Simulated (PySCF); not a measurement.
## Frontier levels across methods

Species: CH6NOPSi.
Numbering: `[CH2:1]=[N:2][Si@@H:3]([OH:4])[PH2:5]` (hydrogens: H6, H7 on C1; H8 on Si3; H9 on O4; H10, H11 on P5)

Structure used (PBE0-D3(BJ)/def2-SVP), in Å, numbered top down from 1:
```xyz
11
CH6NOPSi angstrom
C     -1.431   -1.260    0.632
N     -0.684   -0.249    0.754
Si     0.056    0.654   -0.553
O     -0.286    2.259   -0.317
P      2.279    0.242   -0.527
H     -1.843   -1.767    1.525
H     -1.727   -1.711   -0.340
H     -0.481    0.308   -1.903
H     -0.208    2.575    0.589
H      2.303    0.077    0.893
H      2.062   -1.152   -0.768
```

Basis pcSseg-2 throughout (PySCF), one geometry. Isolated species at its PBE0-D3(BJ)/def2-SVP geometry (one conformer only).

Q: How do the orbital energies, the gap and the dipole change with the method?

A: 
```tsv
method	kind	HOMO (eV)	LUMO (eV)	gap (eV)	μ (D)	SCF cycles
BLYP	GGA	-5.88	-2.17	3.71	1.95	16
OPBE	GGA	-5.94	-2.21	3.73	2.07	16
PBE	GGA	-5.98	-2.32	3.66	2.02	17
B97-D	GGA	-5.99	-2.20	3.79	2.01	16
LDA	LDA	-6.08	-2.57	3.52	2.10	16
BP86	GGA	-6.09	-2.39	3.69	2.02	17
KT2	GGA	-6.10	-2.25	3.85	2.01	17
KT3	GGA	-6.11	-2.22	3.89	1.97	16
B97-2	global hybrid	-7.09	-1.30	5.79	2.18	14
B3LYP	global hybrid	-7.13	-1.49	5.64	2.12	14
PBE0	global hybrid	-7.34	-1.25	6.09	2.22	14
mPW1PW91	global hybrid	-7.37	-1.26	6.11	2.21	14
BHandHLYP	global hybrid	-8.43	-0.10	8.33	2.31	13
CAM-B3LYP	range-separated hybrid	-8.69	-0.09	8.60	2.26	13
wB97X-D	range-separated hybrid	-9.21	0.58	9.79	2.32	14
HF	Hartree–Fock	-9.95	2.48	12.43	2.57	11
LC-wPBE	range-separated hybrid	-10.03	1.09	11.12	2.42	14
```

The HOMO spans 4.15 eV, from BLYP down to LC-wPBE, and the gap runs from 3.52 eV (LDA) to 12.43 eV (HF). Over the methods BLYP (0 %), OPBE (0 %), PBE (0 %), B97-D (0 %), LDA (0 %), BP86 (0 %), KT2 (0 %), KT3 (0 %), B97-2 (21 %), B3LYP (20 %), PBE0 (25 %), mPW1PW91 (25 %), BHandHLYP (50 %), HF (100 %), a straight line through the gap against the share of exact exchange rises by 0.88 eV for each 10 % (correlation coefficient 0.999). The dipole ranges from 1.95 D (BLYP) to 2.57 D (HF). This basis has no diffuse functions.
